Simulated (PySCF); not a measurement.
Choosing a molecule for a target property.

Species are written as SMILES; each is one conformer at its optimised geometry, gas phase, non-relativistic unless stated. Electronic properties by PySCF.

The conformers computed, where there is a choice (atom-mapped SMILES and torsion angles):
- `[F:1][C:2]1=[CH:3][O:4][CH2:5][C:6]1[C:7]([F:8])([F:9])[F:10]`: C5–C6–C7–F8 -86°
- `[CH2:1]/[N:2]=[CH:3]/[CH:4]=[O:5]`: N2–C3–C4–O5 179°
- `[CH2:1]=[C:2][CH2:3][O:4][SiH2:5][F:6]`: C1–C2–C3–O4 -3°, C2–C3–O4–Si5 -132°, C3–O4–Si5–F6 166°

Question: Wanted: smallest rotational constant below 1 GHz (GFN2-xTB) and isotropic g value below 2.0036 (unrestricted B3LYP/pcH-1, mean-field spin–orbit), at GFN2-xTB geometries. Which candidate meets both?
A. `[CH2]/N=C/C=O` [radical]
B. `CC[SiH2]` [radical]
C. `[SiH2](F)OC[C]=C` [radical]
D. `FC1=COC[C]1C(F)(F)F` [radical]

Answer: D. Computed values:
```
                      species  smallest rotational constant  isotropic g value
FC1=COC[C]1C(F)(F)F [radical]                     0.829 GHz            2.00317
   [SiH2](F)OC[C]=C [radical]                     1.244 GHz            2.00216
      [CH2]/N=C/C=O [radical]                     2.326 GHz            2.00371
           CC[SiH2] [radical]                     4.716 GHz            2.00346
```
